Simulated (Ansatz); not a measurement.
`O[SiH2][CH2][GeH3]` + CH₃OH → `OC[CH2][GeH3]` + silanol  (formal exchange of groups at a C–Si bond)

Isolated molecules relaxed with PBE0-D4/def2-TZVP in Ansatz; ΔE leaves out vibrations. CCSD(T)/CBS is the MP2 limit (def2-TZVPP, def2-QZVPP) plus CCSD(T) − MP2 in def2-TZVPP, frozen cores. This one scheme is used for every species. DFT in def2-TZVPP. B3LYP here is the variant with VWN-RPA as its local correlation; programs differ in this. For Ge outer-core shells are correlated without core-valence functions, which leaves a few kJ/mol of doubt a bond. Scalar relativity is left out up to krypton. One conformer a species, not always the lowest.

**Question.** Is it downhill or uphill in electronic energy at CCSD(T)/CBS, and by how much? (Estimate.)

**Answer.** Ansatz gave: Uphill: ΔE = +10.6 kcal/mol.

**Question.** What do these levels give: PBE-D4, PBE0-D4, ωB97X-V, B2PLYP, PBE, B3LYP, HF/def2-TZVPP, CCSD(T)/def2-TZVPP, HF/def2-QZVPP, SCS-MP2/def2-QZVPP, HF/CBS(def2), MP2/CBS(def2)? (Best estimate.)

**Answer.** Computed: PBE-D4 10.7, PBE0-D4 11.0, ωB97X-V 10.2, B2PLYP 10.2, PBE 10.1, B3LYP 9.8, HF/def2-TZVPP 9.5, CCSD(T)/def2-TZVPP 10.3, HF/def2-QZVPP 9.5, SCS-MP2/def2-QZVPP 10.2, HF/CBS(def2) 9.5, MP2/CBS(def2) 11.0 kcal/mol.

Largest T1 diagnostic among the species: 0.011.

In def2-TZVPP, CCSD(T) changes the Hartree–Fock value by +0.8 kcal/mol (the triples alone add +0.1 kcal/mol) and MP2 by +1.2 kcal/mol. The D4 term adds +1.0 kcal/mol with B3LYP and +0.6 kcal/mol with PBE0; it sums over pairs of atoms, weighted by their polarisabilities, and B3LYP, whose exchange is more repulsive, gets the larger term.
